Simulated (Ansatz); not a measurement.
Harmonic frequencies (cm⁻¹) at PBE0-D4/def2-TZVP from Ansatz: 54, 104, 119, 148, 170, 178, 284, 442, 675, 682, 692, 2412.

Each molecule was computed in one conformer, which needn't be the lowest.

Question: Which molecule is it?
A. `[OH][Zr]([OH])([OH])[Br]`
B. `[F][Zr]([F])([F])[SeH]`
C. `C#[C][Zr]([F])([F])[F]`
D. `C#[C][Zr]([OH])([F])[Cl]`

Answer: B.
